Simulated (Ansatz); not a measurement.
System: AuF, net charge 0, singlet state. 
Coordinates optimised at B3LYP-D3(BJ)/def2-TZVP (Ansatz, a program for electronic structure):
SMILES: [F][Au]
```xyz
2

Au     0.0000     0.0000    -0.2001
F      0.0000     0.0000     1.7562
```

Dipole moments at this geometry, in debye (magnitudes).

```tsv
level	program	dipole (D)
B3LYP/def2-TZVPD	Ansatz	4.30
PBE0/def2-TZVPD	Ansatz	4.43
r2SCAN0/def2-TZVPD	Ansatz	4.55
LC-wPBE/def2-TZVPD	Ansatz	4.91
wB97M-V/def2-TZVPD	Ansatz	4.80
CCSD(T)/def2-SVPD	Ansatz	4.82
```
